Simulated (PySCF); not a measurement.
## Structure from NMR data

An unknown has the formula C5H7FO3Si. Its calculated NMR data are:

¹H NMR (600 MHz, computed): δ 6.25 (m, 1H), 6.21 (br s, 1H), 6.09 (m, 1H), 5.11 (m, 1H), 5.02 (m, 1H), 4.41 (m, 1H), 2.60 (m, 1H).

¹³C{¹H} NMR (computed): δ 176.3 (C), 144.2 (C), 116.1 (CH2), 55.7 (CH), 29.4 (CH).

[PySCF: geometry: GFN2-xTB; shieldings: GIAO PBE0/pcSseg-1; gas phase; single conformer; relativity neglected]

References, each an isolated molecule treated in the same way: ¹H (σ = 31.72 ppm), ¹³C (σ = 186.93 ppm) vs TMS.

**Question.** Which candidate is it?
A. COC1=C([SiH2]F)C(=O)OC1
B. C=C1[C@@H](OC=O)[C@@H]1O[SiH2]F
C. C=C1[C@@H](C(=O)O)[C@@H]1O[SiH2]F

**Answer.** C. 

Rings plus π bonds: 3 (1 ring in the answer). 5 carbon signals for 5 carbons: no two carbons are equivalent. Carbon types of the structure: 2 × C, 2 × CH, 1 × CH2, leaving 3 H on heteroatoms. δC 176.3: carboxylic acid carbon; it is a carbonyl in resonance with an O or N lone pair, the region of acids, esters and amides. δC 144.2: fully substituted alkene carbon; as expected for a trigonal carbon in a double bond. δC 116.1: terminal =CH2 carbon; the olefinic region. δH 6.21: hydrogen on an acid hydroxyl oxygen; exchangeable; this is the value without hydrogen bonding to other molecules. δH 4.41, 2.60: hydrogen on a three-membered-ring carbon.

The others: COC1=C([SiH2]F)C(=O)OC1 would give 3 signals for carbon-bound and other non-exchanging H, not 6; C=C1[C@@H](OC=O)[C@@H]1O[SiH2]F would give 7 signals for carbon-bound and other non-exchanging H, not 6.

OH/NH shifts are gas-phase values; hydrogen bonding in solution moves them, usually downfield. Splittings by ¹⁹F in the carbon and heteronuclear signals aren't shown, as no couplings were computed. Shifts are as computed. Against solution values, carbons near 30 ppm lie about +3 ppm off and those near 130 ppm about +5 ppm. Of 1211 compounds with measured shifts, 218 miss one by over three times the rms of a fit or turn the order of signals round; such compounds aren't used in these exercises. The C=O carbon of an acid or of an amide with N–H lies up to 10 ppm further downfield in solution, through hydrogen bonding that the calculation lacks. Multiplicities follow the n + 1 count of equivalent neighbours, as no J values were calculated; m marks all less simple cases, F and P coupling included.
